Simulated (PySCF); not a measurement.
Electron correlation in F(2+) (fluorine, charge +2)

[He] 2s2 2p3, high-spin 4S determinant. Calculation: PySCF 2.14, in Sapporo-DZP-2012 (4s3p1d, 18 functions); the spin-free X2C one-electron Hamiltonian (Gaussian nucleus). Frozen: 1s2; 5 electrons correlated.

MP2 pair energies summed by pair of shells (mhartree):

```
 pair  energy  share (%)
2s-2p  -51.37       68.1
2p-2p  -16.56       21.9
2s-2s   -7.54       10.0
```

Total MP2 correlation energy: -75.47 mhartree.

Same-spin part -19.94 and opposite-spin part -55.53 mhartree; SCS-MP2 scales them by 1/3 and 6/5 to -73.28 mhartree.

```csv
level,correlation energy (mhartree)
CCSD,-90.76
(T),-0.46
CCSD(T),-91.22
```

Diagnostics: T1 = 0.0033, D1 = 0.0058, largest double amplitude 0.036.

Cost of the coupled-cluster step: 0.09 s of wall time on 1 thread of Neoverse-V1 (shared host), for 5 correlated electrons.
